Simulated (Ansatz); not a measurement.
Li9O5, relaxed as a doublet with UKS PBE-D4/def2-SVP in Ansatz, starting from the GFN2-xTB geometry. Force threshold 0.02 eV/Å.

The relaxation made no stability test and no search for a lower SCF solution. The structure comes from a short search, and lower isomers may exist.

Start:

```xyz
14

Li   -2.186   -0.328    1.013
Li   -0.811   -0.393   -0.867
Li    1.066   -0.191   -2.207
Li   -1.344    1.875   -0.730
Li    2.198   -0.566    0.298
Li    0.975    1.379   -0.270
Li   -0.205    1.491    1.783
Li    0.156   -0.818    1.450
Li    0.239   -2.405   -0.390
O    -1.076   -1.575    0.448
O    -0.076    1.046   -1.649
O     1.255    0.570    1.294
O     1.504   -1.426   -1.056
O    -1.693    1.341    0.883
```

Estimate the energy that the relaxation releases and the steps that it takes.

73.9 kJ/mol, in 10 steps; 39 s on 4 threads of Arm Neoverse V2 on a shared host. The force fell under the threshold at step 8, but the optimiser went on. No frequencies were taken in this run, so the end may be a saddle point.

Does the start keep its bonding?

Bonds formed: Li2–O12, Li2–O13, Li2–O14 (atoms count from 1). Metal–metal contacts that move far: Li2–Li7 3.31 to 2.38 Å, Li2–Li5 3.23 to 2.38 Å, Li6–Li8 2.91 to 3.55 Å. The end is the same structure that another start reached, the lowest one found.

Predict the relaxed structure.


```xyz
14

Li   -2.3053   -0.5824    0.9035
Li   -0.2181   -0.0987   -0.2249
Li    0.8625   -0.0700   -2.3918
Li   -1.3919    1.8524   -1.0493
Li    2.0612   -0.6746    0.1230
Li    1.3284    1.7051   -0.2109
Li   -0.4013    1.4254    1.5893
Li    0.3304   -0.9549    1.9224
Li   -0.0507   -2.5049   -0.4392
O    -0.9298   -1.7202    0.9018
O     0.2446    1.4104   -1.6087
O     1.1538    0.5218    1.1904
O     1.1077   -1.3907   -1.2161
O    -1.7917    1.0815    0.5105
```
Bond lengths (bridged metal pairs left out): 21 × Li–O 1.79 to 2.10 Å.
